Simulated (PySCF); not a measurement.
This PySCF input asks for the NMR shieldings of `[C@H]12B(O)O[C@H](CCC1)[SiH2]C2`, C$_{6}$H$_{13}$BO$_{2}$Si; the geometry comes from GFN2-xTB.

```python
import basis_set_exchange as bse
import numpy as np
from pyscf import gto, dft
from pyscf.prop import nmr

atoms = """
O    -0.449322    2.045082   -2.252191
B    -0.190756    1.279894   -1.166877
O     0.821464    1.651013   -0.346690
C     1.152727    0.828360    0.773962
C     1.737716   -0.511260    0.318893
C     0.705299   -1.609876    0.072590
C    -0.306196   -1.315212   -1.034064
C    -1.101187   -0.007493   -0.867915
C    -1.726962    0.098147    0.539013
Si   -0.445048    0.680171    1.819326
H     0.133243    2.800425   -2.344539
H     1.939294    1.386679    1.294507
H     2.316104   -0.340546   -0.594176
H     2.427656   -0.859988    1.091256
H     0.174573   -1.809598    1.006426
H     1.239941   -2.527419   -0.192353
H     0.211972   -1.280127   -1.996257
H    -1.008494   -2.154382   -1.072515
H    -1.915198   -0.047906   -1.600245
H    -2.548063    0.815383    0.493328
H    -2.174413   -0.861238    0.808588
H    -0.241837   -0.254661    2.932311
H    -0.757265    2.021535    2.327703
"""
names = dict.fromkeys(["O", "B", "C", "Si", "H"], "pcSseg-1")
basis = {el: gto.basis.parse(bse.get_basis(n, elements=[el], fmt="nwchem")) for el, n in names.items()}
mol = gto.M(atom=atoms, basis=basis, charge=0, verbose=0)
mf = dft.RKS(mol, xc="PBE0")
mf.grids.level = 2
mf.grids.alignment = dft.numint.BLKSIZE   # the property module wants whole blocks of grid points
mf.conv_tol = 1e-9
mf.kernel()

calc = nmr.RKS(mf)   # GIAO
C = mf.mo_coeff
Co = C[:, mf.mo_occ > 0]
resp = mf.gen_response(singlet=True, hermi=2)
def vind(x):   # induced exchange potential for any number of trial vectors
    d = np.einsum("pi,xij,qj->xpq", C, 2 * x.reshape(-1, C.shape[1], Co.shape[1]), Co, optimize=True)
    return np.einsum("xpq,pi,qj->xij", resp(d - d.transpose(0, 2, 1)), C, Co, optimize=True).ravel()
mo1, _ = nmr.rhf.solve_mo1(calc, with_cphf=vind)
sigma = calc.kernel(mo1)
for i, s in enumerate(sigma):   # ppm
    w = np.linalg.eigvalsh((s + s.T) / 2)
    print("%2d %-2s iso %8.1f  s11 %8.1f  s22 %8.1f  s33 %8.1f" % (i, mol.atom_pure_symbol(i), w.mean(), *w))
```

**Question.** What are the results?

**Answer.** 
```
 0 O  iso    213.9  s11    115.6  s22    257.3  s33    268.9
 1 B  iso     70.3  s11     53.6  s22     65.4  s33     91.8
 2 O  iso    178.3  s11     46.5  s22    180.1  s33    308.3
 3 C  iso    119.4  s11     92.4  s22    107.4  s33    158.4
 4 C  iso    148.0  s11    133.6  s22    149.3  s33    161.1
 5 C  iso    158.0  s11    149.2  s22    157.5  s33    167.2
 6 C  iso    153.5  s11    144.9  s22    153.3  s33    162.4
 7 C  iso    164.4  s11    158.0  s22    160.2  s33    175.1
 8 C  iso    180.6  s11    166.4  s22    179.4  s33    196.1
 9 Si iso    397.8  s11    366.8  s22    395.2  s33    431.4
10 H  iso     27.7  s11     21.7  s22     23.4  s33     38.2
11 H  iso     27.5  s11     23.3  s22     26.9  s33     32.4
12 H  iso     30.0  s11     26.2  s22     28.3  s33     35.6
13 H  iso     29.7  s11     24.8  s22     28.0  s33     36.4
14 H  iso     30.0  s11     27.3  s22     28.9  s33     33.9
15 H  iso     30.0  s11     24.4  s22     27.9  s33     37.6
16 H  iso     30.1  s11     25.6  s22     28.2  s33     36.4
17 H  iso     30.0  s11     24.6  s22     28.2  s33     37.2
18 H  iso     29.9  s11     25.5  s22     27.3  s33     36.9
19 H  iso     30.6  s11     25.3  s22     27.7  s33     38.8
20 H  iso     30.9  s11     26.7  s22     28.1  s33     38.0
21 H  iso     27.4  s11     24.1  s22     25.0  s33     33.1
22 H  iso     27.7  s11     24.0  s22     24.8  s33     34.2
```

These numbers come from an equivalent density-fitted implementation of the same equations, which agrees with the script to about 0.01 ppm for H and up to a few tenths of a ppm for heavy atoms, so last digits may differ.

Size and cost of the density-fitted run: 242 basis functions, 2.7 min wall time on 1 thread of an Intel Xeon, shared host; peak memory 1.1 GiB.
